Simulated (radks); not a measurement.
The numbers below are computed, except where a source is named.
The nuclear charge of the tin ion Sn2+ is varied continuously with 48 electrons held in [Kr] 4d10 5s2. Code: a radial shooting solver on a logarithmic mesh with Libxc functionals. Model: scalar-relativistic Kohn-Sham, PBE, spin-polarised, spherical densities, finite nucleus; Fermi nuclear charge, rms radius 4.6519 fm. By the Hellmann-Feynman theorem dE/dZ = E(electron-nucleus)/Z, the electronic potential at the nucleus (averaged over a nucleus of fixed radius). The scalar-relativistic energy here is not variational (the density holds large components alone), so the two differ by a part that grows with Z.

Z = 49.6: E (hartree) -6057.29753; E(electron-nucleus)/Z (hartree) -294.831; HOMO 5s; e(HOMO) (eV) -21.417; <r> HOMO (bohr) 2.311
Z = 49.8: E (hartree) -6116.62225; E(electron-nucleus)/Z (hartree) -296.460; HOMO 5s; e(HOMO) (eV) -23.720; <r> HOMO (bohr) 2.262
Z = 50: E (hartree) -6176.27575; E(electron-nucleus)/Z (hartree) -298.090; HOMO 5s; e(HOMO) (eV) -26.091; <r> HOMO (bohr) 2.216
Z = 50.2: E (hartree) -6236.25819; E(electron-nucleus)/Z (hartree) -299.721; HOMO 5s; e(HOMO) (eV) -28.527; <r> HOMO (bohr) 2.173
Z = 50.4: E (hartree) -6296.56975; E(electron-nucleus)/Z (hartree) -301.352; HOMO 5s; e(HOMO) (eV) -31.027; <r> HOMO (bohr) 2.132
Z = 50.6: E (hartree) -6357.21060; E(electron-nucleus)/Z (hartree) -302.984; HOMO 5s; e(HOMO) (eV) -33.591; <r> HOMO (bohr) 2.093
Z = 50.8: E (hartree) -6418.18094; E(electron-nucleus)/Z (hartree) -304.617; HOMO 5s; e(HOMO) (eV) -36.217; <r> HOMO (bohr) 2.056
Z = 51: E (hartree) -6479.48098; E(electron-nucleus)/Z (hartree) -306.251; HOMO 5s; e(HOMO) (eV) -38.905; <r> HOMO (bohr) 2.021

The central difference of E at Z = 50 is -299.090 hartree, to compare with the third column; the second derivative is -8.22 hartree.
